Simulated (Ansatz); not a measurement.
Reaction (formal exchange of groups at the Si–N bond): `[SiH3]N([SiH3])[Si]Br` + ethane → `C[Si]Br` + `CN([SiH3])[SiH3]`

Program: Ansatz. Geometries: PBE0-D4/def2-TZVP. ΔE: electronic, gas phase. CCSD(T)/CBS is the MP2 limit (def2-TZVPP, def2-QZVPP) plus CCSD(T) − MP2 in def2-TZVPP, frozen cores. This one scheme is used for every species. Functionals use def2-TZVPP. HSE06 is defined as in plane-wave codes. For Br outer-core shells are correlated without core-valence functions, which leaves a few kJ/mol of doubt a bond. Scalar relativity is left out up to krypton. One conformer a species, not always the lowest.

`[SiH3]N([SiH3])[Si]Br`:

```xyz
11

Si    0.499   -0.047    1.646
N    -0.187    0.435    0.103
Si    0.000   -0.710   -1.225
Si   -0.967    1.969    0.052
Br   -1.633    2.037   -2.137
H    -0.133   -1.302    2.124
H     1.963   -0.258    1.517
H     0.229    1.054    2.606
H    -1.314   -1.184   -1.715
H     0.742   -1.863   -0.644
H     0.802   -0.130   -2.326
```

`CC`:

```xyz
8

C     0.183   -0.460   -0.575
C    -0.183    0.460    0.575
H    -0.235   -0.104   -1.520
H     1.266   -0.529   -0.702
H    -0.193   -1.473   -0.411
H     0.235    0.104    1.520
H    -1.266    0.529    0.702
H     0.193    1.473    0.412
```

`C[Si]Br`:

Cartesian coordinates in Å:
```
C -0.560 -0.029 0.267
Si 0.454 -0.744 -1.157
Br 2.372 0.406 -0.802
H -0.071 -0.245 1.224
H -1.569 -0.449 0.282
H -0.626 1.061 0.185
```

`CN([SiH3])[SiH3]`:

Z-matrix (Å, degrees):
```
C
N 1 1.462
H 1 1.095 2 110.8
H 1 1.095 2 110.8 3 118.5
H 1 1.096 2 112.4 3 -120.7
Si 2 1.725 1 116.8 3 -153.2
Si 2 1.725 1 116.8 3 34.8
H 6 1.492 2 112.4 1 -64.1
H 6 1.483 2 108.6 1 175.1
H 6 1.490 2 109.5 1 54.5
H 7 1.483 2 108.6 1 -175.2
H 7 1.492 2 112.4 1 64.1
H 7 1.490 2 109.5 1 -54.5
```

Q: Is it downhill or uphill in electronic energy at CCSD(T)/CBS, and by how much? (Estimate.)

A: The calculation gave: Uphill: ΔE = +161.6 kJ/mol.

Q: What do these levels give: BLYP, PBE0, r2SCANh, HSE06, CAM-B3LYP, MP2/def2-QZVPP? (Estimate.)

A: The calculation gave: BLYP 148.8, PBE0 153.0, r2SCANh 159.1, HSE06 153.1, CAM-B3LYP 151.2, MP2/def2-QZVPP 168.5 kJ/mol.

Largest T1 diagnostic among the species: 0.012.

At CCSD(T), def2-SVP lies −3.1 kJ/mol from the extrapolated value and def2-TZVPP −1.4 kJ/mol. The D4 term adds +8.4 kJ/mol with B3LYP and +4.4 kJ/mol with PBE0; it sums over pairs of atoms, weighted by their polarisabilities, and B3LYP, whose exchange is more repulsive, gets the larger term. Leaving LDA and LC-ωPBE aside and taking each functional with its dispersion term where it has one, the values, not all of them listed here, spread over 7.8 kJ/mol, from ωB97X-V to BHLYP-D4. LDA lies +4.7 kJ/mol from PBE without D4.

B3LYP here is the variant with VWN-RPA as its local correlation; programs differ in this.
